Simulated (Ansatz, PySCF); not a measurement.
System: sum formula HBO$_{2}$Cl, charge 0, multiplicity 2. It need not be the lowest isomer of its formula. SMILES: [O]B(O)Cl
Coordinates optimised at B3LYP-D3(BJ)/def2-TZVP (Ansatz, a program for electronic structure):
```xyz
5

B      0.1109    -0.4929     0.1111
Cl    -0.2119     1.2279    -0.2560
O      1.3710    -0.6607     0.5449
O     -0.7843    -1.4896    -0.0267
H     -1.6466    -1.2079    -0.3490
```
Charge 0, spin multiplicity 2.

Property: atomisation energy (electronic, to ground-state atoms), in kJ/mol. Cores are frozen in the correlated levels unless marked. Open shells are spin-unrestricted. Spin-orbit coupling is left out. No relativistic terms. The coupled-cluster limit lacks core correlation, which all-electron functionals hold. Basis-set limits of correlation are two-point, X^-3; Hartree-Fock from the larger set. [CCSD(T)-MP2]/basis is that difference in the basis named.

```csv
level,program,atomisation energy (kJ/mol),minus last row
HF/cc-pV(D+d)Z,Ansatz,1397.4,-583.7
SVWN5/def2-TZVPD,Ansatz,2359.8,378.7
BLYP-D3(BJ)/def2-TZVPD,Ansatz + dftd3,2008.9,27.8
PBE0/6-31G*,Ansatz,1980.5,-0.6
PBE0/def2-TZVPD,Ansatz,1993.1,12.0
BHLYP-D4/def2-TZVPD,Ansatz + dftd4,1895.4,-85.7
TPSSh/def2-TZVPD,PySCF,1952.8,-28.3
r2SCAN0/def2-TZVPD,Ansatz,1963.9,-17.2
SCS-MP2/aug-cc-pV(D+d)Z,Ansatz,1864.8,-116.3
"RI-MP2/CBS(aug-cc-pV(T+d)Z,aug-cc-pV(Q+d)Z)+[CCSD(T)-MP2]/aug-cc-pV(T+d)Z",Ansatz,1981.1,0.0
```
